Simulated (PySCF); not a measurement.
A species of formula C3H6BF3 has this rotational fingerprint, computed with PBE0-D3(BJ)/def2-SVP geometry optimisation, gas phase (PySCF 2.14.0):

| Property | Result |
| --- | --- |
| Rotational constants | A = 5077, B = 1398, C = 1379 MHz |
| Dipole components | \|μa\| = 2.55 D, \|μb\| = 1.25 D, \|μc\| = 0.14 D |
| Inertial defect | -94.59 u·Å² |
| κ | -0.99 |

Question: Which structure is it? (One computed conformer of each.)
A. `CB(C)C(F)(F)F` (BMe2(CF3))
B. `[CH3:1][BH:2][CH2:3][C:4]([F:5])([F:6])[F:7]` with C1–B2–C3–C4 -175°

Answer: B. It is CBCC(F)(F)F. The candidates at the same level (rigid rotor, commonest isotopes):

```csv
SMILES,A (MHz),B (MHz),C (MHz),μa (D),μb (D),μc (D),Δ (u·Å²),point group,rotor
CBCC(F)(F)F,5077,1398,1379,2.55,1.25,0.14,-94.59,near Cs,–
CB(C)C(F)(F)F,3237,2196,1739,2.54,0.24,0.02,-95.70,near Cs,asymmetric top
```

`CB(C)C(F)(F)F` has B 57 % too high. No structure here is proved a minimum.
